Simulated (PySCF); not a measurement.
KSn⁺: one state, many levels of theory

State: ³Π (triplet), unpaired electrons σ ↑, π ↑. Set-up: basis K def2-SVP, Sn def2-SVP with ECP28; scalar-relativistic core potentials; PySCF 2.14. De refers to K⁺ + Sn in their high-spin ground configurations, without counterpoise correction. The functionals are run spin-unrestricted. A positive dipole points towards Sn; it is taken about the centre of mass and depends on that origin.

```json
{"Level": "UHF", "Re (Å)": "4.074", "ωe (cm⁻¹)": "60.7", "De (eV)": "0.269", "μ (D)": "-12.53"}
{"Level": "UHF-MP2", "Re (Å)": "3.977", "ωe (cm⁻¹)": "66.7", "De (eV)": "0.311", "μ (D)": "n/a"}
{"Level": "UHF-SCS-MP2", "Re (Å)": "3.995", "ωe (cm⁻¹)": "65.7", "De (eV)": "0.301", "μ (D)": "n/a"}
{"Level": "UHF-CCSD", "Re (Å)": "3.985", "ωe (cm⁻¹)": "66.6", "De (eV)": "0.307", "μ (D)": "n/a"}
{"Level": "UHF-CCSD(T)", "Re (Å)": "3.980", "ωe (cm⁻¹)": "66.9", "De (eV)": "0.310", "μ (D)": "n/a"}
{"Level": "PBE", "Re (Å)": "3.922", "ωe (cm⁻¹)": "66.0", "De (eV)": "0.378", "μ (D)": "-11.27"}
{"Level": "revPBE", "Re (Å)": "3.992", "ωe (cm⁻¹)": "63.0", "De (eV)": "0.350", "μ (D)": "-11.56"}
{"Level": "r²SCAN", "Re (Å)": "3.945", "ωe (cm⁻¹)": "64.4", "De (eV)": "0.317", "μ (D)": "-11.77"}
{"Level": "r²SCANh", "Re (Å)": "3.936", "ωe (cm⁻¹)": "64.9", "De (eV)": "0.316", "μ (D)": "-11.77"}
{"Level": "PBE0", "Re (Å)": "3.909", "ωe (cm⁻¹)": "66.6", "De (eV)": "0.345", "μ (D)": "-11.51"}
{"Level": "HSE06", "Re (Å)": "3.915", "ωe (cm⁻¹)": "66.1", "De (eV)": "0.349", "μ (D)": "-11.50"}
{"Level": "MN15", "Re (Å)": "3.902", "ωe (cm⁻¹)": "65.7", "De (eV)": "0.318", "μ (D)": "-11.74"}
```

(1) Which functional lies closest to UHF-CCSD(T) in De, which farthest, and by how much do they differ from it?

(2) What does the step from GGA to meta-GGA do here, going from PBE to r²SCAN?

(3) What does second-order correlation do here, going from UHF to UHF-MP2?

Correlated steps freeze 9 core orbitals. The bond is weak. Basis-set superposition, not corrected here, can be much of De in a small basis, most of all at correlated wavefunction levels. These are scalar-relativistic numbers at best; spin–orbit coupling would shift them, the dissociation energy most. For an ion De counts to the pair picked by the measured ionisation energies or electron affinities, which need not be the lowest pair at this level. The state is the lowest determinant that a PBE0 search found; another state may lie lower at other levels.

## Answers

(1) Closest is r²SCANh (-4.4 pm in Re, -3.0 % in ωe, +0.01 eV in De against UHF-CCSD(T) in the same basis), farthest PBE (-5.8 pm in Re, -1.3 % in ωe, +0.07 eV in De). CCSD(T) converges more slowly with the basis than the functionals do and binds too weakly in this one, so the order can change at the basis-set limit.

(2) r²SCAN less PBE: +2.3 pm in Re, -2.4 % in ωe, -0.06 eV in De. 

(3) UHF-MP2 less UHF: -9.7 pm in Re, +9.9 % in ωe, +0.04 eV in De. Correlation nearly always deepens the well. The bond shortens, as in weak, metallic or heavy-atom bonds, where dispersion and the correlation of outer-core electrons pull the atoms together.
